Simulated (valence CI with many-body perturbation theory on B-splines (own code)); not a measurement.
# Hg LVIII: one-electron terms

Level of theory: configuration interaction combined with many-body perturbation theory (CI+MBPT): five valence electrons over a frozen Dirac-Fock core [Ar], radial functions for each j: 7 s, 7 p, 8 d, 6 f, 4 g, 1 h, with the one-electron correlation potential Σ1 (screened to all orders), the two-electron term Σ2, the three-electron term Σ3, Breit, model QED; selected single and double excitations, second order for the rest, scaled by the run's own slope (own B-spline code, finite nucleus).

No measured spectrum was set against this ion. As an estimate, large intervals hold to a few tenths of a per cent, small ones and those within an open d or f shell to about a per cent. Excitations out of the core, of the other parity, are not computed and may begin above about 277 eV (a cautious bound); beyond it only levels of the ground parity were kept, without lifetimes. Only levels of the ground parity were solved; by the run's estimate the other parity begins above the list, which can be wrong where configurations are misplaced.

These are the spectroscopic orbitals of the CI (the correlating ones are not listed), shaped by the core and the other valence electrons. h is the expectation value of the core's Dirac-Fock operator, without the valence repulsion; Σ1 is computed up to l = 3 at one energy for each symmetry, that of its lowest orbital but kept below the first core excitation, so for empty shells it is not the orbital's own correlation shift; Breit and QED include the response of the core.

```tsv
Orbital	h (hartree)	Σ1 (cm⁻¹)	Breit (cm⁻¹)	QED (cm⁻¹)	⟨r⟩ (bohr)
4s1/2	-144.65	-8439	21154	16567	0.3345
5s1/2	-88.979	-3259	10231	8206	0.5437
6s1/2	-60.233	-1639	5597	4594	0.8059
4p1/2	-141.06	-11112	33687	1138	0.3281
5p1/2	-87.196	-4044	16641	586	0.5402
6p1/2	-59.223	-1995	9185	334	0.8054
4p3/2	-133.96	-9989	18699	2411	0.3471
5p3/2	-83.726	-3851	9399	1233	0.5636
6p3/2	-57.272	-1940	5834	703	0.8336
3d3/2	-239.18	-22053	42953	-2785	0.1513
4d3/2	-129.19	-11197	16263	-777	0.3255
5d3/2	-81.399	-4336	7938	-347	0.5489
3d5/2	-234.99	-19336	23146	-557	0.1554
4d5/2	-127.58	-10462	8768	14.5	0.3305
5d5/2	-80.594	-3989	4253	40.1	0.5551
4f5/2	-123.28	-28213	2755	-624	0.2927
5f5/2	-78.602	-11035	1212	-294	0.5218
4f7/2	-122.68	-21290	339	-273	0.2950
5f7/2	-78.278	-8343	241	-115	0.5246
5g7/2	-77.083		248	-91.4	0.4680
5g9/2	-76.925		-31.3	-2.5	0.4694
```

Among the shells of the start configuration 3d5, Σ1 is largest in size for 3d3/2, where it is 0.042 % of h.

Lowest root of each symmetry, sizes in configuration state functions:

| J | Parity | Roots | Reference | Variational | Second order | Change by selected CI (cm⁻¹) | Change by second order (cm⁻¹) |
| --- | --- | --- | --- | --- | --- | --- | --- |
| 1/2 | even | 4 | 74 | 17683 | 1856 | -23284 | -2 |
| 3/2 | even | 7 | 127 | 25736 | 176616 | -21485 | -36 |
| 5/2 | even | 10 | 152 | 27107 | 167234 | -21644 | -114 |
| 7/2 | even | 7 | 137 | 24752 | 22856 | -20647 | -227 |
| 9/2 | even | 5 | 107 | 25036 | 18987 | -21469 | -189 |
| 11/2 | even | 3 | 67 | 25145 | 11109 | -20410 | -41 |
| 13/2 | even | 1 | 35 | 19655 | 6543 | -19368 | -8 |
